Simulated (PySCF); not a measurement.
H2BCl, SMILES BCl, B3LYP/def2-SVP optimised geometry.

```
4

B     -0.59     0.00     0.00
H     -1.16    -1.06     0.00
H     -1.16     1.06     0.00
Cl     1.16     0.00     0.00
```

Density from B3LYP/def2-TZVP (PySCF 2.14.0) at that geometry.

Minimum of the electron density along straight lines between bonded atoms, close to the bond critical point (lines longer than 1.1 times the sum of covalent radii, or with two minima, are not listed):

| bond | length / Å | ρ at the minimum / e bohr⁻³ | ∇²ρ there / e bohr⁻⁵ | position (fraction from the first atom) |
|---|---|---|---|---|
| B1–H2 | 1.201 | 0.191 | -0.49 | 0.44 |
| B1–H3 | 1.201 | 0.191 | -0.49 | 0.44 |
| B1–Cl4 | 1.746 | (withheld) | (withheld) | 0.30 |

Complete the blanks.


- B1–Cl4, ρ at the minimum / e bohr⁻³: 0.150
- B1–Cl4, ∇²ρ there / e bohr⁻⁵: 0.02
